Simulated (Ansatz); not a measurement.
`ClC1C[SiH2][SiH2]1` + H₂O → `OC1C[SiH2][SiH2]1` + HCl at 700 K and 1 bar (formal hydrolysis of a C–Cl bond).

Gas-phase electronic energies from Ansatz, PBE0-D4/def2-TZVP geometries. CCSD(T)/CBS is the MP2 limit (def2-TZVPP, def2-QZVPP) plus CCSD(T) − MP2 in def2-TZVPP, frozen cores. This one scheme is used for every species. One conformer a species, not always the lowest.

```json
{"species": "`ClC1C[SiH2][SiH2]1`", "CCSD(T)/CBS energy (Eh)": "-1118.22925", "H − E (kJ/mol)": "295.7", "S (J/(mol·K))": "478.8"}
{"species": "H₂O", "CCSD(T)/CBS energy (Eh)": "-76.37941", "H − E (kJ/mol)": "80.5", "S (J/(mol·K))": "218.4"}
{"species": "`OC1C[SiH2][SiH2]1`", "CCSD(T)/CBS energy (Eh)": "-734.21262", "H − E (kJ/mol)": "334.5", "S (J/(mol·K))": "484.1"}
{"species": "HCl", "CCSD(T)/CBS energy (Eh)": "-460.38127", "H − E (kJ/mol)": "38.4", "S (J/(mol·K))": "211.8"}
```

H − E and S are ideal-gas, rigid-rotor, harmonic terms from PBE0-D4/def2-TZVP, for one conformer and one mirror image of each species. 1 Eh = 2625.50 kJ/mol, R = 8.31446 J/(mol·K).

**Question.** By hand: ΔE, ΔH, ΔS and ΔG.

**Answer.** ΔE = (-734.21262) + (-460.38127) − (-1118.22925) − (-76.37941) = 0.01477 Eh = 38.8 kJ/mol. Δ(H − E) = 334.5 + 38.4 − 295.7 − 80.5 = -3.3, so ΔH = 35.5 kJ/mol. ΔS = 484.1 + 211.8 − 478.8 − 218.4 = -1.3 J/(mol·K). ΔG = 35.5 − 700 × (-1.3)/1000 = 36.4 kJ/mol.

**Question.** By hand: the equilibrium constant, and the temperature at which ΔG would vanish if ΔH and ΔS stayed fixed.

**Answer.** log₁₀ K = −ΔG/(RT ln 10) = -2.7. ΔH and −TΔS have one sign here, so there is no such temperature.

The number of gas molecules stays the same, so ΔS is small and ΔH decides. A doubt of 5 kJ/mol in ΔE shifts log₁₀ K by 0.4 here. Other conformers and mirror images would add mixing entropy, several J/(mol·K) or more a flexible species. These are equilibria of isolated gas molecules and say nothing of rates. Largest T1 diagnostic: 0.012 (customary marks: 0.02 for closed shells, 0.045 for open ones).

ΔS is within the doubt of such terms, so its sign, and with it that verdict, could turn.
